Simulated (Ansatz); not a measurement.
Ideal-gas functions of C$_{2}$H$_{2}$BrN, SMILES `N=C=CBr` at 600 K and 1 bar, from an Ansatz frequency run at PBE0-D4/def2-TZVP.

Molar mass 119.95 g/mol, point group C1 (symmetry number 1), electronic degeneracy 1, moments of inertia 16.783, 245.071, 260.399 u Å². Harmonic wavenumbers (cm⁻¹, unscaled): 163, 437, 500, 537, 736, 851, 1018, 1131, 1311, 2151, 3256, 3492.

Use S(trans) = R[1.5 ln M + 2.5 ln T − 1.1517]; rotational temperatures θ = 24.2544 K / I; S(rot) = R[ln(√π/σ · √(T³/θAθBθC)) + 1.5]; for each mode x = 1.438777 ν̃/T, S = R[x/(eˣ − 1) − ln(1 − e⁻ˣ)] and H = RT x/(eˣ − 1); 1 cm⁻¹ = 0.0119627 kJ/mol; R = 8.31446 J/(mol·K).

**Question.** By hand: the entropy, in J/(mol·K).

**Answer.** Translation 183.1. Rotation: θ = 1.4452, 0.099, 0.0931 K, giving 115.0. Vibration, mode by mode: 16.18, 8.30, 7.29, 6.76, 4.59, 3.69, 2.69, 2.17, 1.54, 0.30, 0.03, 0.02, in all 53.6. Electronic 0.0. Sum 351.7 J/(mol·K).

**Question.** By hand: H − E and G − E in kJ/mol, counted from the electronic energy.

**Answer.** Zero-point energy ½ × 15583 × 0.0119627 = 93.2; thermal vibration 18.3; translation, rotation and pV give 4 RT = 20.0. H − E = 131.5 kJ/mol, and G − E = 131.5 − 600 × 351.7/1000 = -79.5 kJ/mol.

Vibration gives 15 % of the entropy. The sum counts one conformer and one mirror image; others add a mixing term.
